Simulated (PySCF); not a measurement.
SeBr₂, SMILES Br[Se]Br.

Geometry: PBE0-D3(BJ)/def2-SVP.

The numbers are results of TDDFT-PBE/def2-SVPD in PySCF 2.14.0, not measurements.

Vertical excitations. Gas-phase values at a fixed geometry. State labels are in the subgroup C2v.

| state | symmetry | energy (eV) | λ (nm) | f | main pairs |
|---|---|---|---|---|---|
| S1 | B1 | 2.00 | 621 | 0.001 | HOMO→LUMO 100 % |
| S2 | A2 | 2.44 | 507 | 0.000 | HOMO→LUMO+1 100 % |
| S3 | A2 | 3.83 | 324 | 0.000 | HOMO−2→LUMO 99 % |
| S4 | B2 | 4.00 | 310 | 0.031 | HOMO−1→LUMO 94 % |
| S5 | A1 | 4.11 | 302 | 0.000 | HOMO−3→LUMO 63 %, HOMO−1→LUMO+1 37 % |
| S6 | A1 | 4.29 | 289 | 0.008 | HOMO−1→LUMO+1 63 %, HOMO−3→LUMO 37 % |
| S7 | B1 | 4.29 | 289 | 0.002 | HOMO−2→LUMO+1 98 % |
| S8 | B2 | 4.99 | 249 | 0.097 | HOMO−3→LUMO+1 88 % |
| S9 | B1 | 5.01 | 247 | 0.000 | HOMO−4→LUMO 98 % |
| S10 | A2 | 5.43 | 228 | 0.000 | HOMO−4→LUMO+1 100 % |
| T1 | B1 | 1.43 | 866 | 0 | HOMO→LUMO 100 % |
| T2 | A2 | 1.90 | 651 | 0 | HOMO→LUMO+1 100 % |
| T3 | B2 | 3.31 | 374 | 0 | HOMO−1→LUMO 99 % |
| T4 | A2 | 3.51 | 354 | 0 | HOMO−2→LUMO 99 % |
Triplets are in the Tamm–Dancoff approximation, which puts them higher than full response would, so one can lie above its singlet here.
